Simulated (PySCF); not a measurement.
Hf(O)2 anion (HfO₂), SMILES [O]=[Hf]=[O] (connectivity only; charge and spin as stated), charge -1, multiplicity 2. Atoms are numbered in the order given.

```xyz
3

Hf     0.0000     0.0000    -0.1868
O      0.0000     1.5147     0.8404
O      0.0000    -1.5147     0.8404
```
Charge -1, spin multiplicity 2.

Coordinates come from a B3LYP-D3(BJ)/def2-TZVPD optimisation. The multiplicity is an assumed one; other spin states were not compared. The isomer is the one that the SMILES or the coordinates give; other isomers of the formula were not compared. The def2 effective core potentials stand for the cores of Hf; spin–orbit coupling is left out.

The numbers are results of ωB97X/def2-TZVPD in PySCF, not measurements.

Mulliken values depend strongly on the basis, most of all with diffuse functions as here. ESP charges are fitted to the potential on shells at 1.4 to 2.0 van der Waals radii. Atomic charges (e):

```tsv
atom	ESP fit	Mulliken	Mulliken spin
Hf1	[?]	0.54	1.07
O2	[?]	-0.77	-0.04
O3	[?]	-0.77	-0.04
```

Task: Fill in the missing entries. (An estimate is asked for; the answer gives what the named calculation found.)

Result: 
- Hf1, ESP fit: 0.33
- O2, ESP fit: -0.67
- O3, ESP fit: -0.67
